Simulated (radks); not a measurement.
Results of a calculation; reference values are marked as such.
Q: The mean radii <r> (bohr) of the occupied orbitals of an atom or ion are listed with their occupations. Code: a radial shooting solver on a logarithmic mesh with Libxc functionals. Model: non-relativistic Kohn-Sham, LDA (Slater exchange, Perdew-Wang correlation), spin-polarised, spherical densities, point nucleus.

| orbital | occ. | <r> |
|---|---|---|
| 1s up | 1 | 0.03466 |
| 1s down | 1 | 0.03466 |
| 2s up | 1 | 0.1510 |
| 2s down | 1 | 0.1510 |
| 2p up | 3 | 0.1292 |
| 2p down | 3 | 0.1292 |
| 3s up | 1 | 0.4157 |
| 3s down | 1 | 0.4155 |
| 3p up | 3 | 0.4090 |
| 3p down | 3 | 0.4087 |
| 3d up | 5 | 0.3839 |
| 3d down | 5 | 0.3836 |
| 4s up | 1 | 1.039 |
| 4s down | 1 | 1.036 |
| 4p up | 3 | 1.120 |
| 4p down | 3 | 1.118 |
| 4d up | 5 | 1.420 |

Name the element and its charge. Open shells, if any, are filled with parallel spins first.

A: Z = 44, ruthenium, charge +3: Ru3+ in [Kr] 4d5. The 1s radius gives Z: for a bare nucleus <r> = 1.5/Z, 0.03409 bohr for Z = 44, and screening makes it slightly larger (0.03466 here). The occupations add up to 41, and the charge is Z minus that.
